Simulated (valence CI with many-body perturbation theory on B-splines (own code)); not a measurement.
# Lu40+: electric-dipole lines

Method: configuration interaction combined with many-body perturbation theory (CI+MBPT): three valence electrons over a frozen Dirac-Fock core [Ar] 3d10, radial functions for each j: 11 s, 11 p, 9 d, 7 f, 5 g, 2 h, 1 i, with the one-electron correlation potential Σ1, the two-electron term Σ2, the three-electron term Σ3, Breit, model QED; selected CI, second order for the rest (own B-spline code, finite nucleus).

No measured spectrum was set against this ion. As an estimate, large intervals hold to a few tenths of a per cent, small ones and those within an open d or f shell to about a per cent.

Lines 51 to 100 of 278 in falling wavelength, among levels below 37.997 Ry, chosen from the strongest by gf and those to the six lowest levels. Wavelengths and rates use the calculated energies. Electric multipoles are in the length gauge, E1 and E2 with the static RPA response of the core. Weak lines are less certain than strong ones. Lines between different terms over intervals too small for the method are left out, as are lines whose strength nearly cancels. The highest levels of a list are the least certain.

Levels are named by their leading jj configuration (3d3/2^4 stands for four electrons in 3d with j = 3/2), which in mixed levels can hold well under half, so a name can repeat and another be missing. Letters in brackets count levels of one name in rising energy.

```csv
λ vac (Å),Upper,Lower,A (s⁻¹),S (a.u.)
125.6,(4s 4p1/2 4p3/2) J=1/2,(4s^2 4p3/2) J=3/2,2.25e+10,4.40e-02
124.9,(4p1/2^2 4d3/2) J=3/2,(4s 4p1/2 4d3/2) J=5/2,5.14e+10,1.97e-01
124.2,(4p1/2 4p3/2 4d5/2) J=7/2 [a],(4s 4p3/2 4d5/2) J=9/2,5.42e+09,4.10e-02
123.2,(4s 4p1/2 4f5/2) J=7/2,(4s 4p3/2 4d3/2) J=7/2,5.24e+09,3.87e-02
122.8,(4p1/2^2 4p3/2) J=3/2,(4s 4p1/2 4p3/2) J=5/2,5.67e+10,2.07e-01
122.6,(4s 4p1/2 4f7/2) J=9/2,(4s 4p3/2 4d3/2) J=7/2,4.72e+09,4.30e-02
120.9,(4p1/2 4p3/2 4d5/2) J=7/2 [c],(4s 4p3/2 4d5/2) J=7/2 [a],7.25e+09,5.05e-02
118.7,(4p1/2 4p3/2 4d5/2) J=7/2 [b],(4s 4p3/2 4d5/2) J=9/2,2.32e+10,1.53e-01
118.0,(4p1/2 4p3/2 4d5/2) J=9/2,(4s 4p3/2 4d5/2) J=9/2,2.20e+10,1.78e-01
117.6,(4p1/2^2 4d3/2) J=3/2,(4s 4p1/2 4d3/2) J=3/2 [a],1.56e+10,5.00e-02
116.9,(4p1/2 4p3/2 4d3/2) J=3/2 [b],(4s 4p3/2 4d3/2) J=5/2 [a],2.32e+10,7.33e-02
116.5,(4p1/2 4p3/2 4d5/2) J=5/2 [c],(4s 4p3/2 4d5/2) J=7/2 [a],1.44e+10,6.74e-02
115.2,(4p1/2 4p3/2 4d3/2) J=1/2 [b],(4s 4p3/2 4d3/2) J=3/2 [a],2.70e+10,4.07e-02
114.7,(4p1/2 4p3/2 4d5/2) J=5/2 [a],(4s 4p3/2 4d3/2) J=7/2,2.31e+10,1.03e-01
114.0,(4p1/2^2 4p3/2) J=3/2,(4s 4p1/2 4p3/2) J=3/2 [a],1.52e+10,4.44e-02
110.7,(4p1/2 4p3/2^2) J=5/2,(4s 4p3/2^2) J=5/2,8.55e+09,3.43e-02
99.90,(4s 4p1/2 4d3/2) J=3/2 [a],(4s 4p1/2 4p3/2) J=3/2 [b],1.31e+10,2.57e-02
99.05,(4p1/2 4p3/2 4d3/2) J=5/2,(4p1/2 4p3/2^2) J=5/2,1.40e+10,4.04e-02
95.18,(4s 4p1/2 4d3/2) J=5/2,(4s 4p1/2 4p3/2) J=3/2 [b],2.10e+08,5.35e-04
91.66,(4s 4p1/2 4d3/2) J=3/2 [a],(4s 4p1/2 4p3/2) J=5/2,5.56e+09,8.46e-03
88.74,(4p1/2^2 4d3/2) J=3/2,(4p1/2^2 4p3/2) J=3/2,3.58e+10,4.93e-02
87.67,(4s 4p1/2 4d3/2) J=5/2,(4s 4p1/2 4p3/2) J=5/2,1.53e+10,3.04e-02
86.85,(4s 4p1/2 4d3/2) J=1/2,(4s 4p1/2 4p3/2) J=3/2 [b],2.76e+09,1.79e-03
86.68,(4s 4p1/2 4d3/2) J=3/2 [a],(4s 4p1/2 4p3/2) J=3/2 [a],4.08e+09,5.25e-03
86.48,(4s 4p1/2 4d3/2) J=3/2 [b],(4s 4p1/2 4p3/2) J=3/2 [b],1.30e+10,1.66e-02
83.87,(4s 4p1/2 4d5/2) J=5/2 [a],(4s 4p1/2 4p3/2) J=3/2 [b],1.13e+09,1.98e-03
83.10,(4s 4p1/2 4d3/2) J=5/2,(4s 4p1/2 4p3/2) J=3/2 [a],1.86e+09,3.17e-03
82.86,(4s^2 4d3/2) J=3/2,(4s^2 4p3/2) J=3/2,4.14e+08,4.65e-04
80.75,(4p1/2 4p3/2 4d5/2) J=5/2 [b],(4p1/2 4p3/2^2) J=5/2,2.73e+10,4.25e-02
80.47,(4s 4p1/2 4d5/2) J=3/2,(4s 4p1/2 4p3/2) J=3/2 [b],6.14e+09,6.32e-03
80.23,(4s 4p1/2 4d3/2) J=3/2 [b],(4s 4p1/2 4p3/2) J=5/2,7.35e+08,7.49e-04
79.82,(4s 4p3/2^2) J=5/2,(4s^2 4p3/2) J=3/2,4.10e+09,6.17e-03
79.59,(4s 4p1/2 4p3/2) J=3/2 [a],(4s^2 4p1/2) J=1/2,1.83e+09,1.82e-03
79.51,(4s 4p1/2 4d5/2) J=5/2 [b],(4s 4p1/2 4p3/2) J=3/2 [b],2.53e+10,3.77e-02
77.98,(4s 4p1/2 4d5/2) J=5/2 [a],(4s 4p1/2 4p3/2) J=5/2,3.81e+08,5.35e-04
77.70,(4s 4p1/2 4f7/2) J=7/2,(4s 4p1/2 4d5/2) J=5/2 [a],2.93e+10,5.42e-02
77.63,(4s 4p1/2 4f7/2) J=5/2,(4s 4p1/2 4d5/2) J=5/2 [b],2.71e+10,3.75e-02
77.07,(4s 4p1/2 4f7/2) J=9/2,(4s 4p1/2 4d5/2) J=7/2,2.13e+10,4.81e-02
76.91,(4p1/2 4p3/2 4d5/2) J=7/2 [a],(4s 4p1/2 4d5/2) J=5/2 [b],2.06e+10,3.71e-02
76.85,(4p1/2^2 4d5/2) J=5/2,(4p1/2^2 4p3/2) J=3/2,1.63e+11,2.19e-01
76.74,(4s 4p1/2 4f7/2) J=5/2,(4s 4p1/2 4d5/2) J=3/2,1.17e+11,1.57e-01
76.68,(4s 4p1/2 4d3/2) J=1/2,(4s 4p1/2 4p3/2) J=3/2 [a],8.25e+09,3.67e-03
76.39,(4s 4p1/2 4d3/2) J=3/2 [b],(4s 4p1/2 4p3/2) J=3/2 [a],1.16e+10,1.02e-02
76.12,(4p1/2 4p3/2 4d5/2) J=3/2 [b],(4p1/2 4p3/2^2) J=1/2,2.10e+11,1.83e-01
75.76,(4p1/2 4p3/2 4d5/2) J=1/2,(4p1/2 4p3/2^2) J=1/2,3.61e+11,1.55e-01
75.75,(4s 4p3/2 4d3/2) J=3/2 [b],(4s 4p3/2^2) J=5/2,4.78e+10,4.10e-02
75.70,(4s 4p1/2 4d5/2) J=7/2,(4s 4p1/2 4p3/2) J=5/2,1.83e+11,3.14e-01
75.64,(4p1/2 4p3/2 4d5/2) J=1/2,(4p1/2 4p3/2^2) J=3/2,1.21e+11,5.16e-02
75.39,(4s 4p3/2 4d5/2) J=3/2 [b],(4s 4p3/2^2) J=3/2,4.73e+10,4.01e-02
75.36,(4p1/2 4p3/2 4d5/2) J=7/2 [a],(4s 4p1/2 4d5/2) J=7/2,2.25e+10,3.80e-02
```
